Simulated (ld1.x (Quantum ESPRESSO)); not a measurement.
PBE TM dataset for Ba, fully relativistic all-electron reference.

```json
{
 "Element": "barium (Ba)",
 "Generator": "ld1.x (Quantum ESPRESSO) 7.5",
 "Type": "norm-conserving Troullier–Martins (Kleinman–Bylander form)",
 "Functional": "PBE",
 "Relativity": "fully relativistic",
 "Frozen core": "[Xe]",
 "Valence charge": "2",
 "Reference configuration": "5d0 6s2 6p0",
 "Partial waves": "6p (bound, empty): rc 4.10 bohr; 5d (bound, empty): rc 3.25 bohr; 6s (bound): rc 3.05 bohr",
 "Local potential": "the s channel",
 "Core correction": "Bessel-smoothed model core inside 2.05 bohr"
}
```

Open shells are filled in proportion to 2j + 1 (rel_dist='average').

All-electron outer shells of the reference configuration (PBE, scalar-relativistic, ld1.x):

| shell | level (eV) | outermost node (bohr) | outermost maximum (bohr) |
| --- | --- | --- | --- |
| 5s | -33.67 | 0.80 | 1.47 |
| 5p | -18.74 | 0.86 | 1.67 |
| 6s | -3.23 | 1.97 | 4.16 |
| 5d | -2.02 | 1.00 | 2.49 |
| 6p | -1.24 | 2.36 | 5.40 |

What the tests gave:

```json
{
 "Cutoffs needed": "8 Ry and 15 Ry (the cutoffs (Ry, on a coarse ladder) from which the occupation-weighted sum of valence levels, in a spherical-Bessel basis at the reference potential, stays within 10 and 1 mRy of its value at 400 Ry)",
 "Ghost test": "no extra level below or beside the all-electron valence levels (p1/2, p3/2, d3/2, d5/2, s, f tested) (spherical-Bessel basis up to 400 Ry, 20 bohr box)",
 "Largest excitation error": "-39 meV (all-electron minus pseudo) for 5d1 6s0 6p0, out of 7 test configurations"
}
```

Generation and tests took about 1.9 s on one core of a shared server CPU.
